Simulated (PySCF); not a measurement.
**Diatomics of Li with the alkali metals**

PBE with double-zeta basis sets in PySCF, for the lowest determinant that a PBE0 search found; no spin–orbit coupling. De refers to high-spin ground-configuration atoms. A positive dipole means M(−)Li(+).

```tsv
M	basis	state (unpaired electrons)	Re (Å)	ωe (cm⁻¹)	De (eV)	μ (D)
Li	def2-SVPD	singlet (closed shell)	2.783	322	0.89	n/a
Na	jorge-DZP-DKH	singlet (closed shell)	2.916	247	0.80	-0.23
K	x2c-SVPall	singlet (closed shell)	3.415	198	0.71	-2.52
Rb	def2-SVP	singlet (closed shell)	3.560	180	0.67	-3.00
Cs	def2-SVP	singlet (closed shell)	3.778	169	0.65	-4.03
```

The shortest bond is that of Li2 (2.783 Å), the longest that of CsLi (3.778 Å).

The rows differ in basis set, which adds steps of its own.

Relativity is treated differently too: Li no relativity; Na spin-free X2C; K spin-free X2C; Rb scalar-relativistic core potentials; Cs scalar-relativistic core potentials.

Down a group bonds as a rule get longer and wavenumbers fall, partly through the reduced mass; this series shows no clear exception.

Closed-shell solutions of metal pairs were not tested for spin polarisation, which can lower them a little. Spin–orbit coupling is left out.
